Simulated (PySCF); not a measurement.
## 19F chemical shifts

PySCF calculation with coordinates at the GFN2-xTB level and PBE0/pcSseg-1 with gauge-including orbitals; non-relativistic, in vacuum, fast rotation and ring inversion assumed for equivalent nuclei, single conformer.

Shieldings were converted by a linear fit to measured shifts: 19F (scatter 6.0 ppm rms, 7.0 ppm with the 5 outliers that the fit left out vs CFCl3, solution or neat liquid, with a term for F on sp3 carbon). Occasional misses reach two or three times the rms, and more in compound classes unlike the fitted ones.

Question: Give the 19F shifts of `C=C[C@@](C)(C[SiH2]C)C(F)F`, `CO[C@@H]1OCO[C@H](C(F)(F)F)O1`, `C[C@@H]1[C@@H](F)[Si@@H](C)CC[C@@H]1F`, `O=S(=O)(Cl)C(F)(F)CF`.

Answer: 
```
                                                                      compound                         environment  δ (ppm)
     [CH2:1]=[CH:2][C@@:3]([CH3:4])([CH2:5][SiH2:6][CH3:7])[CH:8]([F:9])[F:10]         F9: fluorine of a CF2 group   -125.0
     [CH2:1]=[CH:2][C@@:3]([CH3:4])([CH2:5][SiH2:6][CH3:7])[CH:8]([F:9])[F:10]        F10: fluorine of a CF2 group   -130.1
                                                 CO[C@@H]1OCO[C@H](C(F)(F)F)O1        fluorine of a CF3 group (×3)    -73.8
[CH3:1][C@@H:2]1[C@@H:3]([F:4])[Si@@H:5]([CH3:6])[CH2:7][CH2:8][C@@H:9]1[F:10]      F10: fluorine on an sp3 carbon   -185.5
[CH3:1][C@@H:2]1[C@@H:3]([F:4])[Si@@H:5]([CH3:6])[CH2:7][CH2:8][C@@H:9]1[F:10]       F4: fluorine on an sp3 carbon   -218.0
                    [O:1]=[S:2](=[O:3])([Cl:4])[C:5]([F:6])([F:7])[CH2:8][F:9]  F6/7: fluorine of a CF2 group (×2)    -91.7
                    [O:1]=[S:2](=[O:3])([Cl:4])[C:5]([F:6])([F:7])[CH2:8][F:9]       F9: fluorine on an sp3 carbon   -227.4
```
